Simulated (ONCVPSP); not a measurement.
# Configuration tests for Ru (ONCV)

ONCVPSP 4.0.1 input, shortened (lines: element, Z, core and valence counts, functional; n l f; lmax; l rc ep ncon nbas qcut; lloc lpopt rc5 dvloc0; l nproj debl; icmod fcfact rcfact), LDA (Perdew-Wang 92), scalar-relativistic:

```
  Ru 44.00    8    2  -001012      upf
    1    0    2.00
    2    0    2.00
    2    1    6.00
    3    0    2.00
    3    1    6.00
    3    2   10.00
    4    0    2.00
    4    1    6.00
    4    2    7.00
    5    0    1.00
    2
    0    2.35    0.00    5    9    2.20
    1    2.55    0.44    4    8    3.80
    2    2.25    0.00    4    8    6.40
    4    5    2.00    0.00
    0    2    2.70
    1    3    0.90
    2    2    2.50
    3    2.75    1.40
```

Energies are relative to the spin-unpolarised reference configuration 4d7 5s1; without spin polarisation the order of configurations can differ from experiment.

| valence configuration | charge | ΔE all-electron (eV) | error AE − PS (meV) |
| --- | --- | --- | --- |
| 4d7 5s0 | +1 | 7.606 | -3.6 |
| 4d6 5s2 | 0 | 1.621 | -39 |

(1) What are ΔE and the potential's error for 4d5 5s0?

(2) What are ΔE and the potential's error for 4d6 5s0?

Levels in the configuration 4d6 5s0:

```json
{"level": "4d", "all-electron (eV)": "-24.378", "pseudo (eV)": "-24.426"}
```

Note: ghosts flagged at negative energy: p at -36.6 eV (a further GHOST(-) flag falls on a real empty level of the atom); GHOST(+) flagged for s at 52.5 eV. A true bound ghost makes a file unfit for plane-wave use.

Results:

(1) ΔE = 56.894 eV all-electron; the error (AE − PS) is -133 meV.

(2) ΔE = 26.043 eV all-electron; the error (AE − PS) is -10 meV.
